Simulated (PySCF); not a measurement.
Co: ionisation energy

Co [Ar] 3d7 4s2 (4F) → Co+ [Ar] 3d8 (3F), as a difference of total energies. All numbers are calculated (PySCF 2.14, the non-relativistic Hamiltonian (point nucleus), in aug-cc-pVTZ with one added diffuse shell each of s, p, d, f, g type (9s8p6d4f3g, 118 functions)). Correlated levels: valence: [Ar] frozen. The calculations carry no spin-orbit coupling.

```csv
method,ionisation energy (eV)
UHF,7.849
LDA,7.380
PBE,7.284
PBE0,7.382
r2SCAN,7.397
PBEsol,7.188
MN15,6.688
BP86,7.399
MP2 (valence),6.971
SCS-MP2 (valence),7.003
```

Q: How much does correlation contribute at MP2 (valence)?

A: 6.971 − (7.849) = -0.878 eV, measured against UHF.

These non-relativistic numbers lack the scalar-relativistic shift.

Errors of the correlated levels include the incompleteness of this basis and the frozen core.

MP2 underrates the near-degeneracy of ns² with np² in the lower species.

For comparison: 7.869 eV (measured; NIST levels, between the centres of gravity of the two terms).
